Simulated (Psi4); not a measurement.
C3H10Si, charge -1, doublet, at the geometry of the source list (a state made from the parent by changing its charge; the spin is typed, not shown lowest) (a gas-phase anion, which may not be bound at this level); CAM-B3LYP/cc-pVDZ (Psi4).

Input for Psi4:
```
memory 2 GB

molecule mol {
-1 2
  Si    0.060900    0.224900    0.465600
  C    -0.932000    1.384200   -0.671600
  C     1.769600   -0.110800   -0.303000
  C    -0.876900   -1.418200    0.674900
  H     0.233600    0.862200    1.784900
  H    -1.080300    0.948100   -1.655800
  H    -1.913200    1.597100   -0.258100
  H    -0.422700    2.333400   -0.808800
  H     2.362300   -0.768900    0.325300
  H     1.683600   -0.581300   -1.278700
  H     2.331300    0.809400   -0.433100
  H    -1.023800   -1.918800   -0.278300
  H    -1.857000   -1.259700    1.114600
  H    -0.335500   -2.101700    1.322200
}

set basis cc-pvdz
set reference uks

energy('cam-b3lyp')
print_variables()
```

It wrote (shortened):

```
   => Loading Basis Set <=

    Name: CC-PVDZ
    Role: ORBITAL
    Keyword: BASIS

         ---------------------------------------------------------
                                   SCF
               by Justin Turney, Rob Parrish, Andy Simmonett
                          and Daniel G. A. Smith
                              UKS Reference
         ---------------------------------------------------------

  ==> Geometry <==

    Molecular point group: c1
    Full point group: C1

    Geometry (in Angstrom), charge = -1, multiplicity = 2:

       Center              X                  Y                   Z               Mass
    ------------   -----------------  -----------------  -----------------  -----------------
         SI           0.044556442748     0.164491215632     0.340523536783    27.976926534650
         C           -0.948343557252     1.323791215632    -0.796676463217    12.000000000000
         C            1.753256442748    -0.171208784368    -0.428076463217    12.000000000000
         C           -0.893243557252    -1.478608784368     0.549823536783    12.000000000000
         H            0.217256442748     0.801791215632     1.659823536783     1.007825032230
         H           -1.096643557252     0.887691215632    -1.780876463217     1.007825032230
         H           -1.929543557252     1.536691215632    -0.383176463217     1.007825032230
         H           -0.439043557252     2.272991215632    -0.933876463217     1.007825032230
         H            2.345956442748    -0.829308784368     0.200223536783     1.007825032230
         H            1.667256442748    -0.641708784368    -1.403776463217     1.007825032230
         H            2.314956442748     0.748991215632    -0.558176463217     1.007825032230
         H           -1.040143557252    -1.979208784368    -0.403376463217     1.007825032230
         H           -1.873343557252    -1.320108784368     0.989523536783     1.007825032230
         H           -0.351843557252    -2.162108784368     1.197123536783     1.007825032230

  Running in c1 symmetry.

  Rotational constants: A =      0.17343  B =      0.17343  C =      0.10288 [cm^-1]
  Rotational constants: A =   5199.38061  B =   5199.34239  C =   3084.21600 [MHz]
  Nuclear repulsion =  173.758597078400868

  Charge       = -1
  Multiplicity = 2
  Electrons    = 43
  Nalpha       = 22
  Nbeta        = 21

  ==> Algorithm <==

  SCF Algorithm Type is DF.
  DIIS enabled.
  MOM disabled.
  Fractional occupation disabled.
  Guess Type is SAD.
  Energy threshold   = 1.00e-06
  Density threshold  = 1.00e-06
  Integral threshold = 1.00e-12

  ==> Primary Basis <==

  Basis Set: CC-PVDZ
    Blend: CC-PVDZ
    Number of shells: 56
    Number of basis functions: 110
    Number of Cartesian functions: 114
    Spherical Harmonics?: true
    Max angular momentum: 2

  ==> DFT Potential <==

   => LibXC <=

    Version 7.1.2
    S. Lehtola, C. Steigemann, M. J. T. Oliveira, and M. A. L. Marques,  SoftwareX 7, 1–5 (2018) (10.1016/j.softx.2017.11.002)

   => Composite Functional: CAM-B3LYP <=

    CAM-B3LYP Hyb-GGA Exchange-Correlation Functional

    T. Yanai, D. P. Tew, and N. C. Handy,  Chem. Phys. Lett. 393, 51 (2004) (10.1016/j.cplett.2004.06.011)

    Deriv               =              1
    GGA                 =           TRUE
    Meta                =          FALSE

    Exchange Hybrid     =           TRUE
    MP2 Hybrid          =          FALSE

   => Exchange Functionals <=

    0.3500         Becke 88 [omega = 0.3300]
    0.4600   Short-range recipe for B88 functional - erf [omega = 0.3300]

   => Exact (HF) Exchange <=

    0.4600            HF,LR [omega = 0.3300]
    0.1900               HF

   => Correlation Functionals <=

    0.1900   Vosko, Wilk & Nusair (VWN5)
    0.8100   Lee, Yang & Parr

   => LibXC Density Thresholds  <==

    XC_HYB_GGA_XC_CAM_B3LYP:  1.00E-14

   => Molecular Quadrature <=

    Radial Scheme          =       TREUTLER
    Pruning Scheme         =           NONE
    Nuclear Scheme         =       TREUTLER

    Blocking Scheme        =         OCTREE
    BS radius alpha        =              1
    Pruning alpha          =              1
    Radial Points          =             75
    Spherical Points       =            302
    Total Points           =         299766
    Total Blocks           =           2230
    Max Points             =            256
    Max Functions          =            110
    Weights Tolerance      =       1.00E-15

   => Loading Basis Set <=

    Name: (CC-PVDZ AUX)
    Role: JKFIT
    Keyword: DF_BASIS_SCF

  ==> Integral Setup <==

  SCF_SUBTYPE=INCORE selected. In-core MEM_DF algorithm will be used.
  Using in-core AOs.

  ==> MemDFJK: Density-Fitted J/K Matrices <==

    J tasked:                   Yes
    K tasked:                   Yes
    wK tasked:                  Yes
    Omega:                3.300E-01
    Algorithm:                 Core
    Schwarz Cutoff:           1E-12
    Mask sparsity (%):       0.2645
    Fitting Condition:        1E-10

   => Auxiliary Basis Set <=

  Basis Set: (CC-PVDZ AUX)
    Blend: CC-PVDZ-JKFIT
    Number of shells: 198
    Number of basis functions: 552
    Number of Cartesian functions: 623
    Spherical Harmonics?: true
    Max angular momentum: 3

  Minimum eigenvalue in the overlap matrix is 4.5454293861E-03.
  Reciprocal condition number of the overlap matrix is 8.3691763526E-04.
    Using symmetric orthogonalization.

  ==> Pre-Iterations <==

  SCF Guess: Superposition of Atomic Densities via on-the-fly atomic UHF (no occupation information).

   -------------------------
    Irrep   Nso     Nmo
   -------------------------
     A        110     110
   -------------------------
    Total     110     110
   -------------------------

  ==> Iterations <==

                           Total Energy        Delta E     RMS |[F,P]|

   @DF-UKS iter SAD:  -408.93654998884705   -4.08937e+02   0.00000e+00
   @DF-UKS iter   1:  -409.08810307276167   -1.51553e-01   8.81941e-03 ADIIS/DIIS
   @DF-UKS iter   2:  -409.16585582164709   -7.77527e-02   8.12907e-03 ADIIS/DIIS
   @DF-UKS iter   3:  -409.62323130266367   -4.57375e-01   2.93148e-04 ADIIS/DIIS
   @DF-UKS iter   4:  -409.62480014929520   -1.56885e-03   1.65614e-04 ADIIS/DIIS
   @DF-UKS iter   5:  -409.62524006034369   -4.39911e-04   6.54897e-05 DIIS
   @DF-UKS iter   6:  -409.62544757728006   -2.07517e-04   4.04941e-05 DIIS
   @DF-UKS iter   7:  -409.62554896007896   -1.01383e-04   2.22095e-05 DIIS
   @DF-UKS iter   8:  -409.62560650878686   -5.75487e-05   8.46531e-06 DIIS
   @DF-UKS iter   9:  -409.62561547623477   -8.96745e-06   8.61132e-06 DIIS
   @DF-UKS iter  10:  -409.62562210872653   -6.63249e-06   8.52599e-06 DIIS
   @DF-UKS iter  11:  -409.62561538151976    6.72721e-06   7.24348e-06 DIIS
   @DF-UKS iter  12:  -409.62560343281689    1.19487e-05   3.55801e-06 DIIS
   @DF-UKS iter  13:  -409.62560257088757    8.61929e-07   1.32704e-06 DIIS
   @DF-UKS iter  14:  -409.62560279095669   -2.20069e-07   8.57308e-07 DIIS
  Energy and wave function converged.

  ==> Post-Iterations <==

   Electrons on quadrature grid:
      Nalpha   =   21.9999704129 ; deviation = -2.959e-05
      Nbeta    =   20.9999790721 ; deviation = -2.093e-05
      Ntotal   =   42.9999494850 ; deviation = -5.052e-05

   @Spin Contamination Metric:   2.129208945E-03
   @S^2 Expected:                7.500000000E-01
   @S^2 Observed:                7.521292089E-01
   @S   Expected:                5.000000000E-01
   @S   Observed:                5.000000000E-01

    Orbital Energies [Eh]
    ---------------------

    Alpha Occupied:

[...]
      22A      0.172954

    Alpha Virtual:

[...]
     110A      2.784651

    Beta Occupied:

[...]
    Beta Virtual:

[...]
    Final Occupation by Irrep:
              A
    DOCC [    21 ]
    SOCC [     1 ]
    NA   [    22 ]
    NB   [    21 ]

  @DF-UKS Final Energy:  -409.62560279095669

   => Energetics <=

    Nuclear Repulsion Energy =            173.7585970784008680
    One-Electron Energy =                -914.0655679160249747
    Two-Electron Energy =                 360.9101280442183679
    DFT Exchange-Correlation Energy =     -30.2287599975509274
    Empirical Dispersion Energy =           0.0000000000000000
    VV10 Nonlocal Energy =                  0.0000000000000000
    Total Energy =                       -409.6256027909566910

  UHF NO Occupations:
  HONO-2 :   20  A 1.9997573
  HONO-1 :   21  A 1.9993610
  HONO-0 :   22  A 1.0000000
  LUNO+0 :   23  A 0.0006390
  LUNO+1 :   24  A 0.0002427
  LUNO+2 :   25  A 0.0000844
  LUNO+3 :   26  A 0.0000233

Computation Completed

Properties will be evaluated at   0.000000,   0.000000,   0.000000 [a0]

Properties computed using the SCF density matrix

 Multipole Moments:

 ------------------------------------------------------------------------------------
     Multipole            Electronic (a.u.)      Nuclear  (a.u.)        Total (a.u.)
 ------------------------------------------------------------------------------------

 L = 1.  Multiply by 2.5417464519 to convert [e a0] to [Debye]
 Dipole X            :         -0.2699404           -0.1725876           -0.4425280
 Dipole Y            :          0.2310173           -0.6379129           -0.4068956
 Dipole Z            :          1.0098494           -1.3205623           -0.3107129
 Magnitude           :                                                    0.6767108

 ------------------------------------------------------------------------------------

  Variable Map:
  ----------------------------------------------------------------------------
[...]
  Array Variable Map:
  ----------------------------------------------------------------------------
[...]
[...]
```
